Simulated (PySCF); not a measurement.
# Excitation energy of Be⁺ by level of theory

Be⁺ [He] 2s1 (2S) → Be⁺ [He] 3d1 (2D), as a difference of total energies. Computed with PySCF 2.14 in aug-pcseg-2 (5s3p2d, 24 functions), with no relativity, point nucleus. The calculations carry no spin-orbit coupling.

```tsv
method	excitation energy (eV)
UHF	12.487
LDA	12.180
PBE	12.187
PBE0	12.286
r2SCAN	12.144
CAM-B3LYP	12.626
wB97M-V	12.756
BP86	11.959
PBEsol	12.080
```

For comparison: 12.157 eV (measured; NIST levels, between the centres of gravity of the two terms).
